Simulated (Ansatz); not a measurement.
Ideal-gas functions of `[Cl][Sb]([Cl])[Cl]` at 298.15 K and 1 bar, from an Ansatz frequency run at PBE0-D4/def2-TZVP.

Molar mass 228.12 g/mol, point group C3v (symmetry number 3), electronic degeneracy 1, moments of inertia 294.544, 294.554, 437.198 u Å². Harmonic wavenumbers (cm⁻¹, unscaled): 120, 120, 149, 362, 362, 384.

Use S(trans) = R[1.5 ln M + 2.5 ln T − 1.1517]; rotational temperatures θ = 24.2544 K / I; S(rot) = R[ln(√π/σ · √(T³/θAθBθC)) + 1.5]; for each mode x = 1.438777 ν̃/T, S = R[x/(eˣ − 1) − ln(1 − e⁻ˣ)] and H = RT x/(eˣ − 1); 1 cm⁻¹ = 0.0119627 kJ/mol; R = 8.31446 J/(mol·K).

Q: By hand: the entropy, in J/(mol·K).

A: Translation 176.6. Rotation: θ = 0.0823, 0.0823, 0.0555 K, giving 111.9. Vibration, mode by mode: 12.97, 12.97, 11.23, 4.66, 4.66, 4.28, in all 50.8. Electronic 0.0. Sum 339.3 J/(mol·K).

Q: By hand: H − E and G − E in kJ/mol, counted from the electronic energy.

A: Zero-point energy ½ × 1497 × 0.0119627 = 9.0; thermal vibration 8.0; translation, rotation and pV give 4 RT = 9.9. H − E = 26.9 kJ/mol, and G − E = 26.9 − 298.15 × 339.3/1000 = -74.3 kJ/mol.

Vibration gives 15 % of the entropy, 37.2 J/(mol·K) of it from the modes under 150 cm⁻¹: soft modes count most, and the harmonic formula is weakest for them.
